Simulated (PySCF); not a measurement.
## Electronic absorption of (FAlAsH)3 ring

Species: (FAlAsH)3 ring, Al₃As₃F₃H₃.
Z-matrix (Å and degrees, PBE0-D3(BJ)/def2-SVP geometry), rows numbered from 1:
```
Al
F   1  1.6688
As  1  2.4276  2  115.91
Al  3  2.4259  1   84.90  2    97.46
F   4  1.6689  3  116.16  1   -97.80
As  4  2.4123  3  124.84  1    76.06
Al  6  2.4193  4   81.42  3   -24.04
F   7  1.6766  6  113.81  4   103.36
As  1  2.4106  2  119.08  3   174.27
H   3  1.5378  1   88.39  2  -174.06
H   6  1.5327  4   84.76  3  -117.57
H   9  1.5332  1   84.53  2   -55.67
```

Method used: TDDFT CAM-B3LYP/def2-SVPD, vertical, gas phase, core orbitals frozen in the response in PySCF 2.14.0, density-fitted response routines. The CAM-B3LYP/def2-SVPD calculation is non-relativistic and has no spin–orbit coupling, an omission that weighs most on arsenic.

Question: Predict the UV-vis stick spectrum at this level.

Answer: 

```
state  E (eV)  E (kJ/mol)  λ (nm)       f  symmetry   main configurations (H = HOMO, L = LUMO)
   S1    3.88         374   319.7  0.0052        A′                                H-1→L (95%)
   S2    4.02         388   308.5  0.0000         –                     H→L (75%), H-2→L (20%)
   S3    4.11         397   301.5  0.0000         –                     H-2→L (74%), H→L (20%)
   S4    4.73         456   262.1   0.058        A″                   H→L+1 (81%), H→L+2 (12%)
   S5    4.78         461   259.4   0.075        A′                              H-1→L+1 (87%)
   S6    4.86         469   254.9  0.0023        A″                              H-2→L+1 (89%)
   S7    5.29         510   234.6   0.058        A″                   H→L+2 (78%), H→L+1 (11%)
   S8    5.46         527   227.2   0.101        A′                 H-1→L+2 (73%), H-3→L (10%)
   S9    5.51         531   225.2  0.0024        A″                 H-2→L+2 (59%), H→L+3 (26%)
  S10    5.72         552   216.7   0.018        A′               H-1→L+3 (58%), H-1→L+4 (26%)
  S11    5.77         556   215.1   0.042        A′  H-3→L (38%), H-1→L+4 (15%), H-1→L+3 (10%)
  S12    5.83         563   212.6   0.051        A″    H-2→L+3 (43%), H→L+3 (24%), H→L+4 (11%)
  S13    5.86         566   211.5  0.0001         –    H→L+4 (49%), H-4→L (16%), H-2→L+3 (12%)
  S14    5.87         567   211.1   0.075        A′  H-1→L+4 (35%), H-1→L+3 (20%), H-3→L (13%)
  S15    5.92         571   209.5  0.0056        A″      H-4→L (23%), H→L+4 (16%), H→L+3 (13%)
```

Triplets, Tamm–Dancoff:

```tsv
state	E (eV)	λ (nm)	main configurations (H = HOMO, L = LUMO)
T1	3.49	355.2	H-1→L (88%)
T2	3.63	341.5	H→L (62%), H-2→L (29%)
T3	3.84	322.7	H-2→L (63%), H→L (28%)
T4	4.29	289.1	H-1→L+1 (75%)
```

The lowest singlet lies at 3.88 eV (320 nm, ultraviolet) and is weak; its leading configuration is HOMO-1→LUMO (95%). The most intense listed level is S8 at 5.46 eV (227 nm, f = 0.101), 1.58 eV above S1. S13/S14 lie within about 0.01 eV of each other. Löwdin shares by element: HOMO (one of a set within 0.03 eV) arsenic 72%, aluminium 12% or more (atoms not listed hold the other 17%); LUMO aluminium 56%, arsenic 16% or more (atoms not listed hold the other 28%). Weighted by f, the mean energy of these states is 5.37 eV. The oscillator strengths of these states sum to 0.494; summed over the whole spectrum of an exact calculation they would give the number of electrons, 168 (Thomas–Reiche–Kuhn). Of the 15 states listed, 8 reach f = 0.01 and 3 stay under 0.0005. No computed singlet lies in the visible range (380 to 750 nm); the lowest, at 320 nm, stands 0.62 eV above its violet end (3.26 eV). Symmetry labels in Cs follow from the direction of the transition dipole and are given only for states with f of 0.002 or more. Singlets were solved by full linear response, triplets in the Tamm–Dancoff approximation.

Hardware: one thread of an Intel Xeon Platinum 8488C, shared host. Cost: 3.3 min wall (with the writing of density and orbital grids), 1.8 GiB resident at most.

One conformer stands for the species.
